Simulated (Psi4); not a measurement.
## Nuclear repulsion and electron count by hand

System: HCl2Si (SMILES Cl[SiH]Cl), doublet, geometry from GFN2-xTB. Level: Psi4 with R2SCAN/aug-cc-pVTZ. Sums are taken with unrounded values, so a last digit can differ.

Coordinates (Å):

```
atom         x         y         z
----  --------  --------  --------
Cl1   -1.65129  -0.35944  -0.15558
Si2   -0.00792   0.68031   0.39810
Cl3    1.65929  -0.31835  -0.15989
H4    -0.02507   1.99800  -0.21036
```

Task: Work out the nuclear repulsion energy and the numbers of alpha and beta electrons.

Result: In atomic units each pair adds Z_i Z_j / r_ij, with r in bohr (1 bohr = 0.529177 Å).
| pair | r (Å) | r (bohr) | Z_i Z_j | term (Eh) |
|---|---|---|---|---|
| Cl1-Si2 | 2.0219 | 3.8209 | 238 | 62.2885 |
| Cl1-Cl3 | 3.3108 | 6.2566 | 289 | 46.1914 |
| Cl1-H4 | 2.8645 | 5.4130 | 17 | 3.1406 |
| Si2-Cl3 | 2.0219 | 3.8209 | 238 | 62.2885 |
| Si2-H4 | 1.4515 | 2.7429 | 14 | 5.1041 |
| Cl3-H4 | 2.8645 | 5.4130 | 17 | 3.1406 |
The sum is 182.1537 Eh; Psi4 gives 182.1537 Eh. The atomic numbers add up to 49, so at charge +0 there are 49 electrons; multiplicity 2 means 1 unpaired, so 25 alpha and 24 beta.
